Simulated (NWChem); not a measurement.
System meant: C2H4BFO2; SMILES FB(OC=C)O

The following NWChem deck was run.

```
start job
memory heap 200 mb stack 900 mb global 1100 mb
geometry units angstroms noautoz
  C      0.526243     2.139330    -0.147675
  C     -0.627288     1.513573     0.142884
  O     -0.879330     0.168639     0.191798
  B     -0.029359    -0.881049    -0.037697
  O     -0.545500    -2.134582     0.078227
  F      1.269028    -0.702633    -0.366006
  H      1.454168     1.607512    -0.393701
  H      0.535763     3.238096    -0.137031
  H     -1.542910     2.077816     0.386203
  H      0.127394    -2.814320    -0.101317
end
basis spherical
  C library def2-svp
  O library def2-svp
  B library def2-svp
  F library def2-svp
  H library def2-svp
end
dft
  odft
  mult 2
  xc pbe0
  iterations 150
  mulliken
end
task dft energy
```

End of the output:

```
 Summary of "ao basis" -> "" (spherical)
 ------------------------------------------------------------------------------
       Tag                 Description            Shells   Functions and Types
 ---------------- ------------------------------  ------  ---------------------
 C                          def2-svp                 6       14   3s2p1d
 O                          def2-svp                 6       14   3s2p1d
 B                          def2-svp                 6       14   3s2p1d
 F                          def2-svp                 6       14   3s2p1d
 H                          def2-svp                 3        5   2s1p

                                 NWChem DFT Module
                                 -----------------

 Summary of "ao basis" -> "ao basis" (spherical)
 ------------------------------------------------------------------------------
       Tag                 Description            Shells   Functions and Types
 ---------------- ------------------------------  ------  ---------------------
 C                          def2-svp                 6       14   3s2p1d
 O                          def2-svp                 6       14   3s2p1d
 B                          def2-svp                 6       14   3s2p1d
 F                          def2-svp                 6       14   3s2p1d
 H                          def2-svp                 3        5   2s1p

  number of electrons :                   46
  multiplicity        :                    2
 ------------------------------------------------------------------------
  no. of electrons and multiplicity not compatible                  46
 ------------------------------------------------------------------------
 ------------------------------------------------------------------------
  current input line :
    29: task dft energy
 ------------------------------------------------------------------------
 ------------------------------------------------------------------------
 There is an error in the input file
 ------------------------------------------------------------------------
 For more information see the NWChem manual at https://nwchemgit.github.io

0: no. of electrons and multiplicity not compatible:Received an Error in Communication
```

Task: What is wrong, and how is it mended?

Result: The input was rejected before any calculation. Cause: the multiplicity doesn't fit the number of electrons (an even count wants an odd multiplicity, and the reverse). This input runs:
```
start job
memory heap 200 mb stack 900 mb global 1100 mb
geometry units angstroms noautoz
  C      0.526243     2.139330    -0.147675
  C     -0.627288     1.513573     0.142884
  O     -0.879330     0.168639     0.191798
  B     -0.029359    -0.881049    -0.037697
  O     -0.545500    -2.134582     0.078227
  F      1.269028    -0.702633    -0.366006
  H      1.454168     1.607512    -0.393701
  H      0.535763     3.238096    -0.137031
  H     -1.542910     2.077816     0.386203
  H      0.127394    -2.814320    -0.101317
end
basis spherical
  C library def2-svp
  O library def2-svp
  B library def2-svp
  F library def2-svp
  H library def2-svp
end
dft
  xc pbe0
  iterations 150
  mulliken
end
task dft energy
```
It converges to -353.24752 Ha (PBE0/def2-SVP).
